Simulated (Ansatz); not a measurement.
Born–Oppenheimer molecular dynamics of C₃H₁₁B (15 atoms, charge 0, multiplicity 1). It starts from a rough guess of a transition structure, not a stationary point.

Method: Ansatz, UKS PBE0/6-31G.

```
ensemble                      : NVE (velocity Verlet)
time step                     : 0.5 fs
steps asked                   : 150
starting velocities drawn for : 300 K
seed                          : 550071
```

First frame:

```xyz
15
Properties=species:S:1:pos:R:3
B -0.560 1.144 -0.062
C 0.419 0.012 1.035
C 0.008 -1.459 1.043
H -1.700 0.897 0.051
H -0.178 2.243 0.093
H 0.248 0.255 -0.336
C 0.046 0.517 -1.700
H 0.150 0.450 1.996
H 1.505 0.105 0.954
H 0.326 -1.972 0.136
H 0.449 -1.983 1.891
H -1.074 -1.549 1.120
H -0.498 1.179 -2.366
H -0.245 -0.499 -1.951
H 1.105 0.660 -1.904
```

Question: How far do the bonds stretch over the last three quarters of this one trajectory? (Pairs bonded in most of those frames.)

Answer: 
```
  bond  mean (Å)  spread (Å)  shortest  longest
 B1–H4     1.210       0.043      1.14     1.28
 B1–H5     1.205       0.025      1.17     1.24
 B1–C7     1.566       0.053      1.49     1.66
 C2–C3     1.542       0.026      1.50     1.59
 C2–H6     1.119       0.072      1.01     1.24
 C2–H8     1.095       0.031      1.05     1.15
 C2–H9     1.098       0.022      1.05     1.14
C3–H10     1.100       0.032      1.05     1.14
C3–H11     1.100       0.024      1.06     1.14
C3–H12     1.095       0.007      1.08     1.11
C7–H13     1.109       0.033      1.06     1.16
C7–H14     1.101       0.016      1.07     1.13
C7–H15     1.096       0.029      1.05     1.15
```

Mean temperature of the second half: 961 K. The conserved energy stayed within 0.23 meV per atom of its start (net change -0.0059 meV per atom), so the integration is sound. The system heated up, since it started high on the potential surface and ran downhill. A run of 0.075 ps of so small a system gives no equilibrium averages. The orbitals stay closed-shell, which can raise the energy where a bond breaks towards radicals; this wasn't checked here. Limits of this set-up: no polarisation functions.

Time of the run: 11 min on 1 thread of Arm Neoverse V1 (shared host), peak memory 0.17 GiB.
